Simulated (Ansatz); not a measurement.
Cu₂O, relaxed as a singlet with RKS r2SCAN-D4/def2-TZVP in Ansatz, starting from the GFN1-xTB geometry. Force threshold 0.02 eV/Å.

The structure comes from a short search, and lower isomers may exist.

Start:

```
atom    x (Å)    y (Å)    z (Å)
 Cu1  -0.5348  -1.0174  -0.4500
 Cu2  -0.3375   1.1089   0.4239
  O3   0.8722  -0.0914   0.0261
```

```tsv
step	energy (eV)	largest force component (eV/Å)	SCF passes
1	-91327.2831	0.743	20
2	-91327.3045	0.447	24
3	-91327.3226	0.095	23
4	-91327.3242	0.008	23
```

Force components are those of the run's own axes.

End:

```xyz
3

Cu   -0.5223   -1.0862   -0.4769
Cu   -0.3128    1.1739    0.4520
O     0.8351   -0.0877    0.0249
```

By distances, no bond broke or formed. The bond that changes most is Cu2–O3, from 1.75 to 1.76 Å (atoms count from 1).

No frequencies were taken in this run, so the end may be a saddle point.

It took 12 s on 2 threads of Arm Neoverse V1 on a shared host.
